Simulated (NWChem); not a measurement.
Everything below was run with NWChem. System: C4H9, charge 0, spin multiplicity 2, at a geometry optimised with UPBE/def2-SVP. The structure started from a generated list of species. Its SCF solution wasn't tested for a lower state. Level: UMP2/def2-TZVP, 4 core orbitals frozen.

Job file:

```
start mol
memory heap 200 mb stack 900 mb global 1100 mb
geometry units angstroms nocenter noautoz
  C     -1.999617    -0.236730     0.000000
  C     -0.555928    -0.605052     0.000000
  C      0.413999     0.606682     0.000000
  C      1.886557     0.194043     0.000000
  H     -2.526933    -0.009638    -0.940436
  H     -2.526933    -0.009638     0.940436
  H     -0.320672    -1.230708     0.890778
  H     -0.320672    -1.230708    -0.890778
  H      0.196420     1.240611    -0.886972
  H      0.196420     1.240611     0.886972
  H      2.558200     1.076507     0.000000
  H      2.137054    -0.415347     0.893654
  H      2.137054    -0.415347    -0.893654
  symmetry group Cs
end
basis spherical
  * library def2-tzvp
end
scf
  uhf
  nopen 1
  maxiter 100
  thresh 1e-7
  semidirect memsize 60000000 filesize 0
  # guess.movecs holds the orbitals of an unrestricted PBE0 run
  vectors input guess.movecs output mol.movecs
end
mp2
  freeze core 4
end
task mp2 energy
```

Part of the output:

```
             Northwest Computational Chemistry Package (NWChem) 7.3.0
             --------------------------------------------------------

                                NWChem Input Module
                                -------------------

 Scaling coordinates for geometry "geometry" by  1.889725989
 (inverse scale =  0.529177249)

 Turning off AUTOSYM since
 SYMMETRY directive was detected!

                             Geometry "geometry" -> ""
                             -------------------------

 Output coordinates in angstroms (scale by  1.889725989 to convert to a.u.)

  No.       Tag          Charge          X              Y              Z
 ---- ---------------- ---------- -------------- -------------- --------------
    1 C                    6.0000    -1.99961700    -0.23673000     0.00000000
    2 C                    6.0000    -0.55592800    -0.60505200     0.00000000
    3 C                    6.0000     0.41399900     0.60668200     0.00000000
    4 C                    6.0000     1.88655700     0.19404300     0.00000000
    5 H                    1.0000    -2.52693300    -0.00963800    -0.94043600
    6 H                    1.0000    -2.52693300    -0.00963800     0.94043600
    7 H                    1.0000    -0.32067200    -1.23070800     0.89077800
    8 H                    1.0000    -0.32067200    -1.23070800    -0.89077800
    9 H                    1.0000     0.19642000     1.24061100    -0.88697200
   10 H                    1.0000     0.19642000     1.24061100     0.88697200
   11 H                    1.0000     2.55820000     1.07650700     0.00000000
   12 H                    1.0000     2.13705400    -0.41534700     0.89365400
   13 H                    1.0000     2.13705400    -0.41534700    -0.89365400

 Effective nuclear repulsion energy (a.u.)     121.9342351065

            Nuclear Dipole moment (a.u.)
            ----------------------------
        X                 Y               Z
 ---------------- ---------------- ----------------
     0.0000075589     0.0000018897     0.0000000000

      Symmetry information
      --------------------

 Group name             Cs
 Group number              2
 Group order               2
 No. of unique centers     9

      Symmetry unique atoms

     1    2    3    4    5    7    9   11   12


 Summary of "ao basis" -> "" (spherical)
 ------------------------------------------------------------------------------
       Tag                 Description            Shells   Functions and Types
 ---------------- ------------------------------  ------  ---------------------
 *                         def2-tzvp                  on all atoms

 Summary of "ao basis" -> "ao basis" (spherical)
 ------------------------------------------------------------------------------
       Tag                 Description            Shells   Functions and Types
 ---------------- ------------------------------  ------  ---------------------
 C                         def2-tzvp                11       31   5s3p2d1f
 H                         def2-tzvp                 4        6   3s1p

                                 NWChem SCF Module
                                 -----------------

  ao basis        = "ao basis"
  functions       =   178
  atoms           =    13
  alpha electrons =    17
  beta  electrons =    16
  charge          =   0.00
  wavefunction    = UHF
  use symmetry    = T
  symmetry adapt  = T

 Summary of "ao basis" -> "ao basis" (spherical)
 ------------------------------------------------------------------------------
[...]
    3 C    6     0.05   0.00 -0.00  0.01  0.01 -0.01  0.02  0.03 -0.01  0.00  0.00  0.00
    4 C    6     0.01   0.00 -0.00  0.00  0.00  0.00  0.00  0.00  0.00  0.00  0.00  0.00
    5 H    1    -0.09  -0.02 -0.05 -0.03  0.01
    6 H    1    -0.09  -0.02 -0.05 -0.03  0.01
    7 H    1     0.02   0.00  0.01  0.00 -0.00
    8 H    1     0.02   0.00  0.01  0.00 -0.00
    9 H    1    -0.00  -0.00 -0.00  0.00  0.00

------------------------------------------------------------
EAF file 0: "./mol.aoints.0" size=524288 bytes
------------------------------------------------------------
               write      read    awrite     aread      wait
               -----      ----    ------     -----      ----
     calls:        1        24         0         0         0
   data(b): 5.24e+05  1.26e+07  0.00e+00  0.00e+00
   time(s): 0.00e+00  0.00e+00  0.00e+00  0.00e+00  0.00e+00
rate(mb/s): 0.00e+00  0.00e+00
------------------------------------------------------------

   10 H    1    -0.00  -0.00 -0.00  0.00  0.00
   11 H    1     0.00   0.00  0.00  0.00  0.00
   12 H    1    -0.00  -0.00 -0.00 -0.00  0.00
   13 H    1    -0.00  -0.00 -0.00 -0.00  0.00

       Multipole analysis of the density wrt the origin
       ------------------------------------------------

     L   x y z        total         alpha         beta         nuclear
     -   - - -        -----         -----         ----         -------
     0   0 0 0      0.000000    -17.000000    -16.000000     33.000000

     1   1 0 0      0.078935      1.860713     -1.781786      0.000008
     1   0 1 0      0.060261      0.305269     -0.245009      0.000002
     1   0 0 1     -0.000000     -0.000000     -0.000000      0.000000

     2   2 0 0    -21.751783   -155.869957   -140.711255    274.829430
     2   1 1 0     -0.408844    -20.945689    -18.265989     38.802834
     2   1 0 1      0.000000      0.000000      0.000000      0.000000
     2   0 2 0    -21.601635    -34.586915    -31.933937     44.919216
     2   0 1 1      0.000000      0.000000      0.000000      0.000000
     2   0 0 2    -20.034167    -21.898535    -21.442127     23.306495

                   NWChem MP2 Semi-direct Energy/Gradient Module
                   ---------------------------------------------

  Basis functions       =    178
  Molecular orbitals    =    178
  Frozen core           =      4
  Frozen virtuals       =      0
  Active alpha occupied =     13
  Active beta occupied  =     12
  Active alpha virtual  =    161
  Active beta virtual   =    162
  Use MO symmetry       = T
  Use skeleton AO sym   = T

  AO/Fock/Back tols     =   1.0D-09  1.0D-09  1.0D-09

 GA uses MA = F    GA memory limited = T

 Available:
  local mem=  1.26D+08
 global mem=  1.44D+08
 local disk=  0.00D+00
  mp2_memr nvloc                   161
  nvloc new                   161
   1 passes of  13:        5242880                     169243                 109600955.
   1 passes of  13: M    126138771           G      144115832           F     120895891.

 Semi-direct pass number   1 of   1  for UHF alpha       at       40.5s
  vrange nnbf                 15394
  mp2_eaftype                   418  avail_ma_in_mb                  1099
 EAF : mp2_eaftype filesize         418   54800478.
  mp2_eaf for mointskh                    418
Node 0 wrote    257.8 Mb in      0.1 s     Agg I/O rate:  3358.0 Mb/s
 Done moints_semi at       57.8s
  mp2_eaftype                   418  avail_ma_in_mb                   681
 EAF : mp2_eaftype filesize         418   54800478.
  mp2_eaf for kh                   418
 Done maket at       58.8s
 Done multipass loop at       58.8s

 GA uses MA = F    GA memory limited = T

 Available:
  local mem=  1.26D+08
 global mem=  1.44D+08
 local disk=  0.00D+00
  mp2_memr nvloc                   162
  nvloc new                   162
   1 passes of  12:        5242880                     161796                 101802355.
   1 passes of  12: M    126138771           G      144115832           F     120895891.

 Semi-direct pass number   1 of   1  for UHF beta        at       58.9s
  vrange nnbf                 15394
  mp2_eaftype                   388  avail_ma_in_mb                  1099
 EAF : mp2_eaftype filesize         388   50901177.
  mp2_eaf for mointskh                    388
Node 0 wrote    239.4 Mb in      0.1 s     Agg I/O rate:  3031.3 Mb/s
 Done moints_semi at       75.2s
  mp2_eaftype                   388  avail_ma_in_mb                   711
 EAF : mp2_eaftype filesize         388   50901177.
  mp2_eaf for kh                   388
 Done maket at       76.2s
 Done multipass loop at       76.2s

          -------------------------------------------
          SCF energy                -156.720663050795
          Correlation energy          -0.653717427868
          Singlet pairs                0.000000000000
          Triplet pairs                0.000000000000
          Total MP2 energy          -157.374380478664
          -------------------------------------------

          ---------------------------------------------------
                    Spin Component Scaled (SCS) MP2
          Same spin pairs                     -0.144329535369
          Same spin scaling factor             0.333333333333
          Opposite spin pairs                 -0.509387892499
          Opposite spin scaling fact.          1.200000000000
          SCS-MP2 correlation energy          -0.659375316122
          Total SCS-MP2 energy              -157.380038366918
          ---------------------------------------------------

 -----------------------
 Performance information
 -----------------------

 Timer overhead =  1.79D-07 seconds/call

               Nr. of calls         CPU time (s)                 Wall time (s)                GFlops
             ---------------    -------------------     ------------------------------   -------------------
Name         Min   Avg   Max    Min     Avg     Max     Min     Avg     Max   Mx/calls   Min     Max     Sum
mp2: moin     2     2     2    34.     34.     34.      34.     34.     34.     17.      0.0     0.0     0.0
mp2: make     2     2     2    1.9     1.9     1.9      1.9     1.9     1.9    0.97      0.0     0.0     0.0
mp2: tota     1     1     1    36.     36.     36.      36.     36.     36.     36.      0.0     0.0     0.0

 The average no. of pstat calls per process was 5.00D+00
 with a timing overhead of 8.94D-07s

 Task  times  cpu:       76.1s     wall:       76.1s

 Total times  cpu:       76.2s     wall:       76.2s
```
